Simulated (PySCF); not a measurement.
Harmonic spectrum computed at PBE0 in the def2-TZVP basis family (core potentials from Rb on, PySCF, no spin–orbit coupling):

```json
{"ω (cm⁻¹)": "709", "IR (km/mol, summed over degenerate members)": "16.0", "degeneracy": "1"}
{"ω (cm⁻¹)": "734", "IR (km/mol, summed over degenerate members)": "6.4", "degeneracy": "2"}
{"ω (cm⁻¹)": "771", "IR (km/mol, summed over degenerate members)": "0.0", "degeneracy": "1"}
{"ω (cm⁻¹)": "865", "IR (km/mol, summed over degenerate members)": "74.8", "degeneracy": "2"}
{"ω (cm⁻¹)": "927", "IR (km/mol, summed over degenerate members)": "197", "degeneracy": "2"}
{"ω (cm⁻¹)": "1102", "IR (km/mol, summed over degenerate members)": "123", "degeneracy": "1"}
{"ω (cm⁻¹)": "1956", "IR (km/mol, summed over degenerate members)": "432", "degeneracy": "2"}
{"ω (cm⁻¹)": "1967", "IR (km/mol, summed over degenerate members)": "97.7", "degeneracy": "1"}
{"ω (cm⁻¹)": "2095", "IR (km/mol, summed over degenerate members)": "96.7", "degeneracy": "2"}
{"ω (cm⁻¹)": "2119", "IR (km/mol, summed over degenerate members)": "39.0", "degeneracy": "1"}
```

Which molecule gave it? In each, all ligands are bound to the one heavy central atom.
A. SeH₆ (singlet)
B. SH₆ (singlet)
C. MoH₆ (singlet)
D. IH₆ (doublet)
E. ClH₆ (doublet)

C. It has C3v symmetry with Mo–H 1.628 Å (×3), Mo–H 1.680 Å (×3).
